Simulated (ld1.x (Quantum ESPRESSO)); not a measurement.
The numbers below are computed, except where a source is named.
**Potentials for B compared**

Generated with ld1.x 7.5 (TM, RRKJ, ultrasoft, PAW), atompaw 4.2 or ONCVPSP 4.0.1. The cutoff is in Ry: for ld1.x and atompaw files where the sum of valence levels is converged to 10 mRy in a Bessel basis, for ONCV files where the hardest occupied wave has 1 mHa per electron of residual kinetic energy. The error is the largest all-electron minus pseudo excitation energy over each file’s own four to seven test configurations (ionisations up to +4, promotions, holes and added fractions of an electron), all of which were solved. The labels leave out finer settings (local radius, basis sizes, second energies), which also bear on the numbers. Spin-polarised tests are not counted. The rows are a selection from randomly drawn settings: files with unsolved tests, undetermined cutoffs or missed reference levels are left out.

| potential | cutoff (Ry) | largest error (meV) | bound ghosts |
| --- | --- | --- | --- |
| RRKJ, PBEsol, scalar-relativistic, rc 1.70/2.05/2.10 (spd), local s, core correction yes, reference 2s1.5 2p1.5 | 21 | +110 | none |
| RRKJ, PBE, non-relativistic, rc 1.10/2.40/2.00 (spd), local d, core correction yes, reference 2s1 2p0 | 21 | +391 | none |
| ultrasoft, PW91, scalar-relativistic, rc 1.15/3.10/3.10 (spd), local smoothed, core correction yes, reference 2s1.5 2p1.5 | 21 | -459 | none |
| ultrasoft, LDA (PZ), non-relativistic, rc 1.40/2.50 (sp), local smoothed, core correction no, reference 2s2 2p0.75 | 10 | +100 | none |

(1) Fill in the row for B: TM, PBEsol, scalar-relativistic, rc 1.70/3.05 (sp), local p, core correction yes, reference 2s1.75 2p1.25.

(2) Fill in the row for B: RRKJ, PBEsol, scalar-relativistic, rc 1.70/4.20/4.55 (spd), local p, core correction yes, reference 2s2 2p1.

Answers

(1) cutoff 15 Ry, largest error +306 meV, bound ghosts: none.

(2) cutoff 35 Ry, largest error +761 meV, bound ghosts: none.
